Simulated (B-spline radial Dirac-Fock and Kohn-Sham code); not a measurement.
**Run log: Ru⁶⁺**

ΔSCF core binding energies without Breit or QED terms, calculated with an atomic code on a B-spline grid.

Input (task.json):

```json
{"items": [{"Z": 44, "q": 6, "cfg": [[1, 0, 2], [2, 0, 2], [2, 1, 6], [3, 0, 2], [3, 1, 6], [3, 2, 10], [4, 0, 2], [4, 1, 6], [4, 2, 2]], "A": 102, "rrms": 4.4809, "do": "settings", "holes": ["K", "L3", "M5"],
  "settings": [{"rel": "dirac", "method": "rpbe,pbe", "nuc": "fermi", "radius_factor": 1.0, "rmax": 45.0, "h": 0.3, "order": 8, "points": 10, "c_factor": 1.0, "maxit": 60, "damp": 0.5, "ndamp": 3, "tol": 1e-08}]}]}
```

Command: `python xray2_run.py task.json out`

Ground-state iterations:

```
iter   energy (Ha)        error
   1    -4516.03399336  1.85e+00
   2    -4521.19319212  4.39e-01
   3    -4522.99707687  9.68e-02
   4    -4523.09350068  2.87e-02
   5    -4523.09883718  1.03e-02
   6    -4523.10022815  1.70e-03
   7    -4523.10024052  1.00e-04
   8    -4523.10024063  3.95e-06
   9    -4523.10024063  8.06e-08
```

The ground state converged in 9 iterations, with total energy -4523.10024 Ha, virial ratio 1.96086 and highest orbital energy -83.90 eV. ΔSCF binding energies: K (1s) 22311.9 eV, L3 (2p3/2) 2937.2 eV, M5 (3d5/2) 385.0 eV.
